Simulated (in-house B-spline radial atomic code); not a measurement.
The numbers below are computed, except where a source is named.
**W in an electron gas of r_s = 1.65: phase shifts, screening and friction**

A nucleus sits in a uniform electron gas with a rigid positive background. The Kohn-Sham equations are solved self-consistently in the spin-unpolarised LDA (PW92), non-relativistic, on B-splines with outgoing waves at the boundary and partial waves to l = 8. The model has no lattice, no bands and no magnetic solution. Atomic units; δ_l are the phase shifts at the Fermi level, counted so that each bound state adds π, and good to about 0.0005. Heavy atoms are models without relativity.

The density parameter is r_s = 1.65 bohr.

```csv
l,δ_l (rad)
0,14.5372
1,12.0609
2,8.3669
3,3.3115
4,0.0391
5,0.0091
6,0.0022
7,0.0003
8,-0.0001
```

Bound levels below the band bottom (hartree): p -13.65, d -8.04, s -1.619, p -0.7572, f -0.7176 and deeper ones.

Check the Friedel sum rule, and say where the screening charge sits.

k_F = (9π/4)^(1/3)/r_s = 1.16313. The rule is Z = (2/π) Σ (2l + 1) δ_l. The terms are s 9.255, p 23.035, d 26.633, f 14.757 and 0.308 beyond, in all 73.987 against Z = 74. Bound states hold 10 s, 24 p, 20 d and 14 f electrons, so the scattering states carry 5.99 in all; where a term is smaller than its bound count, the bound level has drawn weight out of the band.

Find the transport cross section and the electronic stopping of a 5 keV W ion (mass 183.84 u).

σ_tr = (4π/k_F²) Σ (l + 1) sin²(δ_l − δ_(l+1)). The terms for l = 0 to 3 are 0.3810, 0.5507, 2.6607, 0.0681, all together 3.6653, so σ_tr = 9.289 × 3.6653 = 34.046 bohr². With n = 3/(4π r_s³) = 0.05314, the friction coefficient is Q = n k_F σ_tr = 2.1045. For v well below v_F = 1.163, dE/dx = Q v; with 24801 eV per u at v = 1, v = √(5000/(24801 × 183.84)) = 0.0331, so dE/dx = 0.06969 hartree/bohr = 35.8 eV/nm. The largest term couples the d and f waves.
